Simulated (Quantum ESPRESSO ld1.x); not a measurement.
Values are calculated unless marked as measured or tabulated.
Problem. All-electron atom: Kr in [Kr]. Code: ld1.x of Quantum ESPRESSO 7.5. Model: Dirac Kohn-Sham, BLYP, spin-unpolarised, spherical densities, point nucleus. Some entries of the table are withheld. Estimate them.

orbital,occ.,eigenvalue (eV),<r> (bohr)
1s1/2,2,-14156.6,0.04148
2s1/2,2,-1863.82,0.1832
2p1/2,2,(1),(2)
2p3/2,4,(3),(4)
3s1/2,2,-263.505,0.5304
3p1/2,2,(5),0.5336
3p3/2,4,(6),0.5441
3d3/2,4,-82.0374,0.5538
3d5/2,6,-80.7338,0.5578
4s1/2,2,-22.9279,1.569
4p1/2,2,(7),1.918
4p3/2,4,(8),1.969

Solution. 
(1) 2p1/2 eigenvalue (eV): -1684.60
(2) 2p1/2 <r> (bohr): 0.1573
(3) 2p3/2 eigenvalue (eV): -1630.73
(4) 2p3/2 <r> (bohr): 0.1613
(5) 3p1/2 eigenvalue (eV): -200.252
(6) 3p3/2 eigenvalue (eV): -192.326
(7) 4p1/2 eigenvalue (eV): -9.5276
(8) 4p3/2 eigenvalue (eV): -8.8845
